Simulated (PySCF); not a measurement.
**Orbital picture of GaSn⁺**

PBE at R = 3.086 Å; basis Ga cc-pVDZ-PP with ECP10, Sn cc-pVDZ-PP with ECP28; scalar-relativistic core potentials; PySCF 2.14. State: ³Π (triplet), unpaired electrons σ ↑, π ↑. Only the outer orbitals are listed, counted within each symmetry, core potentials removing the inner ones.

| spin | orbital | occ. | ε (eV) | on Ga (%) | main shells (%) |
| --- | --- | --- | --- | --- | --- |
| α | 7σ | 1 | -16.75 | 16 | 82 Sn s, 14 Ga s |
| α | 8σ | 1 | -14.44 | 80 | 80 Ga s, 15 Sn s |
| α | 9σ | 1 | -9.84 | 39 | 60 Sn p, 33 Ga p |
| α | 5π | 1 | -9.36 | 15 | 85 Sn p, 14 Ga p |
| α | 5π | 0 | -9.26 | 16 | 84 Sn p, 15 Ga p |
| α | 6π | 0 | -7.44 | 84 | 84 Ga p, 14 Sn p |
| α | 6π | 0 | -7.40 | 84 | 84 Ga p, 15 Sn p |
| β | 7σ | 1 | -15.83 | 23 | 76 Sn s, 20 Ga s |
| β | 8σ | 1 | -13.89 | 76 | 76 Ga s, 21 Sn s |
| β | 5π | 0 | -8.74 | 20 | 79 Sn p, 19 Ga p |
| β | 9σ | 0 | -8.68 | 42 | 56 Sn p, 38 Ga p |
| β | 5π | 0 | -8.16 | 35 | 65 Sn p, 34 Ga p |

Problem. Which are the highest filled and the lowest empty level, where do they sit, and how wide is the gap?

Solution. Highest filled α 5π at -9.36 eV (in %: 85 Sn p, 14 Ga p); lowest empty α 5π at -9.26 eV (in %: 84 Sn p, 15 Ga p); the gap at PBE is 0.10 eV. Both belong to one degenerate shell, split only by its one-sided filling, so this is no excitation gap.

```
bond order (Mayer)                                                                                                 : 0.83
⟨S²⟩                                                                                                               : 2.003
charge on Ga (Mulliken, basis-dependent)                                                                           : 0.52
charge on Ga (Löwdin, basis-dependent)                                                                             : 0.47
dipole moment (positive dipole points towards Sn; it is taken about the centre of mass and depends on that origin) : -2.21 D
polarisability along the bond                                                                                      : 132.8 bohr³
polarisability across the bond                                                                                     : 42.7 bohr³
```

Spin–orbit coupling is left out. The state is the lowest determinant that a PBE0 search found; another state may lie lower at other levels.
